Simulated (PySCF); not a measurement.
Coordinates in bohr (charge 0 multiplicity 6):
```
Fe    0.0000    0.0000    0.0000
Cl   -0.0005    0.0000    4.0698
Cl    3.5248    0.0000   -2.0345
Cl   -3.5243    0.0000   -2.0353
```

All numbers come from UB3LYP in PySCF with Fe def2-SVP, Cl def2-SVP; no relativity; density-fitted integrals.

This geometry of FeCl₃ is a stationary point at this level.

Q: What is the point group?

A: D3h.

Q: Is it a minimum?

A: Yes: all harmonic wavenumbers are real.

Q: Which band is strongest in the infrared?

A: 461 cm⁻¹ (e'), 171 km/mol.

Q: Give the atomic charges and bond orders.

A: 
```csv
atom,Mulliken,Löwdin,polar tensor,spin (Mulliken),Mayer order to Fe1
Fe1,0.67,0.29,1.42,4.03,–
"Cl2,3,4",-0.22,-0.10,-0.47,0.32,1.23
```

Other isomers or separated fragments may lie lower. Open d and f shells are described by one determinant, and the ground state may have another occupation or spin.
